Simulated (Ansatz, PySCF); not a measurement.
VOCl₂, SMILES [Cl][V+](=[O])[Cl], charge +1, multiplicity 1. Atoms are numbered in the order given.

```xyz
4

V     -0.3542     0.4092     0.0000
O      0.4997     1.6548     0.0000
Cl     0.1293    -0.6711     1.6979
Cl     0.1293    -0.6711    -1.6979
```
Charge +1, spin multiplicity 1.

Geometry: PBE0-D3(BJ)/def2-SVP. The spin state was assumed, not searched. The isomer is the one that the SMILES or the coordinates give; other isomers of the formula were not compared.

Two levels are set side by side: PBE-D3(BJ)/def2-SVP (Ansatz, a first-principles code) and PBE0-D3(BJ)/def2-SVP (Ansatz). Each level has its own optimised geometry; the coordinates shown are those of the second. Frequencies come from the Hessian of PySCF at each geometry. Differences are taken from unrounded values.

```csv
quantity,PBE0-D3(BJ),PBE-D3(BJ),PBE-D3(BJ) minus PBE0-D3(BJ)
mean bond length (Å),1.883,1.910,0.027
bond V1–O2 (Å),1.510,1.541,0.031
bond V1–Cl3 (Å),2.070,2.095,0.025
bond V1–Cl4 (Å),2.070,2.095,0.025
highest harmonic wavenumber (cm⁻¹),1226,1139,-87
mean harmonic wavenumber (cm⁻¹),492,463,-29
zero-point energy (kcal/mol),4.22,3.97,-0.25
```

GGA bonds tend to be longer and softer than those of functionals with exact exchange. Differences between two approximate levels are no errors against the true value.
